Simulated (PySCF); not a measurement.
Species: C₇H₁₀NP.
Numbering: `[CH3:1][CH2:2]/[CH:3]=[P:4]\[n:5]1[cH:6][cH:7][cH:8][cH:9]1` (hydrogens: H10, H11, H12 on C1; H13, H14 on C2; H15 on C3; H16 on C6; H17 on C7; H18 on C8; H19 on C9)

The same species was optimised twice, with GFN2-xTB and with PBE0-D3(BJ)/def2-SVP (PySCF), and the same property calculations (PySCF, gas phase) were run on both structures.

| coordinate | GFN2-xTB | PBE0-D3(BJ)/def2-SVP | change |
| --- | --- | --- | --- |
| P4–N5 (Å) | 1.727 | 1.753 | +0.026 |
| C8–C9 (Å) | 1.362 | 1.375 | +0.013 |
| C6–C7 (Å) | 1.362 | 1.374 | +0.012 |
| C7–C8 (Å) | 1.415 | 1.425 | +0.010 |
| N5–C9 (Å) | 1.372 | 1.382 | +0.010 |
| N5–C6 (Å) | 1.371 | 1.380 | +0.009 |
| C3=P4 (Å) | 1.674 | 1.666 | -0.008 |
| C2–C3 (Å) | 1.491 | 1.493 | +0.002 |
| C1–C2 (Å) | 1.528 | 1.526 | -0.002 |
| C2–C3–P4 (°) | 130.9 | 133.7 | +2.8 |
| C1–C2–C3 (°) | 110.8 | 112.1 | +1.3 |
| C3–P4–N5 (°) | 103.4 | 104.6 | +1.2 |
| P4–N5–C6 (°) | 123.9 | 122.9 | -1.0 |
| P4–N5–C9 (°) | 127.8 | 128.4 | +0.6 |
| C6–N5–C9 (°) | 107.9 | 108.4 | +0.5 |
| N5–C9–C8 (°) | 108.8 | 108.5 | -0.3 |
| N5–C6–C7 (°) | 108.9 | 108.6 | -0.3 |
| C1–C2–C3–P4 (°) | -135 | -131 | +4 |
| C3–P4–N5–C6 (°) | 133 | 138 | +5 |

Rotational constants: A = 2473, B = 907.6, C = 761.3 MHz (GFN2-xTB) against A = 2505, B = 872.6, C = 734.4 MHz (PBE0-D3(BJ)/def2-SVP). Point groups within 0.08 Å: C1 and C1.

On the GFN2-xTB structure: HOMO (eV) -6.29 [PBE0/pcSseg-1]; LUMO (eV) -1.63 [PBE0/pcSseg-1]; dipole (D) 1.92 [PBE0/pcSseg-1]; GIAO shielding of C1 (ppm) 169.0 [PBE0/pcSseg-1]; GIAO shielding of C2 (ppm) 155.2 [PBE0/pcSseg-1]; GIAO shielding of C3 (ppm) -11.5 [PBE0/pcSseg-1]; GIAO shielding of P4 (ppm) 50.4 [PBE0/pcSseg-1]; GIAO shielding of N5 (ppm) 72.7 [PBE0/pcSseg-1]; GIAO shielding of C6/C9 (mean) (ppm) 59.5 [PBE0/pcSseg-1]; GIAO shielding of C7/C8 (mean) (ppm) 69.5 [PBE0/pcSseg-1].

What do these properties become on the PBE0-D3(BJ)/def2-SVP structure?

```json
{"property": "HOMO (eV)", "level": "PBE0/pcSseg-1", "on GFN2-xTB": "-6.29", "on PBE0-D3(BJ)/def2-SVP": "-6.25", "change": "+0.04"}
{"property": "LUMO (eV)", "level": "PBE0/pcSseg-1", "on GFN2-xTB": "-1.63", "on PBE0-D3(BJ)/def2-SVP": "-1.62", "change": "+0.01"}
{"property": "dipole (D)", "level": "PBE0/pcSseg-1", "on GFN2-xTB": "1.92", "on PBE0-D3(BJ)/def2-SVP": "1.99", "change": "+0.07"}
{"property": "energy, GFN2-xTB geometry as zero (kcal/mol)", "level": "PBE0/pcSseg-1", "on GFN2-xTB": "0.0", "on PBE0-D3(BJ)/def2-SVP": "-0.9", "change": "-0.9"}
{"property": "GIAO shielding of C1 (ppm)", "level": "PBE0/pcSseg-1", "on GFN2-xTB": "169.0", "on PBE0-D3(BJ)/def2-SVP": "167.0", "change": "-2.0"}
{"property": "GIAO shielding of C2 (ppm)", "level": "PBE0/pcSseg-1", "on GFN2-xTB": "155.2", "on PBE0-D3(BJ)/def2-SVP": "154.8", "change": "-0.4"}
{"property": "GIAO shielding of C3 (ppm)", "level": "PBE0/pcSseg-1", "on GFN2-xTB": "-11.5", "on PBE0-D3(BJ)/def2-SVP": "-4.9", "change": "+6.6"}
{"property": "GIAO shielding of P4 (ppm)", "level": "PBE0/pcSseg-1", "on GFN2-xTB": "50.4", "on PBE0-D3(BJ)/def2-SVP": "54.8", "change": "+4.4"}
{"property": "GIAO shielding of N5 (ppm)", "level": "PBE0/pcSseg-1", "on GFN2-xTB": "72.7", "on PBE0-D3(BJ)/def2-SVP": "64.6", "change": "-8.1"}
{"property": "GIAO shielding of C6/C9 (mean) (ppm)", "level": "PBE0/pcSseg-1", "on GFN2-xTB": "59.5", "on PBE0-D3(BJ)/def2-SVP": "56.8", "change": "-2.7"}
{"property": "GIAO shielding of C7/C8 (mean) (ppm)", "level": "PBE0/pcSseg-1", "on GFN2-xTB": "69.5", "on PBE0-D3(BJ)/def2-SVP": "67.1", "change": "-2.4"}
```

The heavy atoms differ by 0.065 Å rms after alignment. Among bonds between heavy atoms P4–N5 changes most (+0.026 Å). Changes are differences of the printed values. Neither structure is proved a minimum here.

Shape of the structure used: `[CH3:1][CH2:2]/[CH:3]=[P:4]\[n:5]1[cH:6][cH:7][cH:8][cH:9]1`: C1–C2–C3–P4 -131°, C3–P4–N5–C6 138°.
